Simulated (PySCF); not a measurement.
Input of a run on `C[SiH](C)[NH][GeH3]`: the job's settings, then the atoms in Å.
```
{"job": {"kind": "uv", "xc": "PBE0", "basis": "def2-SVPD", "solvent": "cyclohexane", "nstates": 6, "ntriplets": 0}, "charge": 0, "multiplicity": 1}
C     -2.168243     0.909763    -1.023559
Si    -0.992193    -0.036637     0.091467
C     -1.225097    -1.889799    -0.084498
N      0.652451     0.342060    -0.344474
Ge     2.119769    -0.760510    -0.291791
H     -3.218007     0.716684    -0.751424
H     -2.021335     0.615402    -2.074763
H     -2.001433     1.996395    -0.949699
H     -1.303464     0.342393     1.513943
H     -2.262895    -2.164334     0.162139
H     -0.566548    -2.456522     0.592833
H     -1.022116    -2.216979    -1.116471
H      0.884572     1.323831    -0.459880
H      1.996055    -1.872727    -1.352734
H      2.280958    -1.426263     1.092917
H      3.349869     0.115755    -0.591839
```

Method: TDDFT PBE0/def2-SVPD, vertical, IEF-PCM cyclohexane (non-equilibrium linear response), core orbitals frozen in the response (PySCF, density fitting); geometry PBE0-D3(BJ)/def2-SVP, gas phase, not relaxed in the solvent; ε = 2.017, cavity from Bondi-type radii × 1.2. The static polarisability takes the continuum's full static response. Spin–orbit coupling is left out although an atom past zinc is present.

Question: Give the output.

Answer: 
```
coarse grid: 56504 points
cycle   1  E = -2503.0539820577  dE = -5.708e-01  |g| = 6.426e-01  |ddm| = 4.830e+00
cycle   2  E = -2502.9882916706  dE =  6.569e-02  |g| = 8.377e-01  |ddm| = 1.588e+00
cycle   3  E = -2503.1320116654  dE = -1.437e-01  |g| = 1.146e-01  |ddm| = 9.850e-01
cycle   4  E = -2503.1349665711  dE = -2.955e-03  |g| = 2.371e-02  |ddm| = 1.560e-01
cycle   5  E = -2503.1350893549  dE = -1.228e-04  |g| = 3.939e-03  |ddm| = 3.590e-02
cycle   6  E = -2503.1350940831  dE = -4.728e-06  |g| = 1.013e-03  |ddm| = 8.635e-03
final grid: 117464 points
cycle   7  E = -2503.1350506623  dE = -1.366e-07  |g| = 9.885e-04  |ddm| = 8.793e-03
cycle   8  E = -2503.1350506334  dE =  2.890e-08  |g| = 1.054e-03  |ddm| = 2.687e-03
cycle   9  E = -2503.1350508927  dE = -2.594e-07  |g| = 1.153e-04  |ddm| = 1.276e-03
cycle  10  E = -2503.1350508959  dE = -3.186e-09  |g| = 2.120e-05  |ddm| = 1.703e-04
cycle  11  E = -2503.1350508960  dE = -9.959e-11  |g| = 5.701e-06  |ddm| = 3.147e-05
converged SCF energy = -2503.1350508960

Static polarisability (au): isotropic 101.951, principal 92.202 98.969 114.682

Singlet excitations
state   eV       nm        f      main configurations
  1   5.9453    208.5   0.00896   H->L 0.86, H->L+1 0.11
  2   6.3202    196.2   0.03126   H->L+1 0.87, H->L 0.11
  3   6.9714    177.8   0.07019   H->L+2 0.81, H->L+5 0.09
  4   7.0317    176.3   0.03069   H->L+3 0.85
  5   7.2303    171.5   0.03314   H->L+4 0.83
  6   7.4425    166.6   0.01180   H->L+5 0.86
```

The cycles run first on a coarse grid and then on the final one, and are numbered through; the first dE on the final grid is taken against the last density's energy on that grid. Energies include the polarisation term of the continuum.

Question: The same input without solvent ends at -2503.133732 Eh. What does the continuum change?

Answer: The energy falls by 0.001319 Eh, 3.46 kJ/mol; the polarisation term alone is -3.58 kJ/mol. HOMO -6.99 → -6.95 eV, LUMO 0.23 → 0.31 eV, dipole 0.58 → 0.66 D. The SCF took 11 cycles in the solvent and 11 in the gas phase.

Hardware: one thread, Arm Neoverse V1, shared host. Cost: 31 s of wall time. This is the whole response run at PBE0/def2-SVPD in cyclohexane, SCF included.

Conformer computed: `[CH3:1][SiH:2]([CH3:3])[NH:4][GeH3:5]`: C1–Si2–N4–Ge5 -146°.
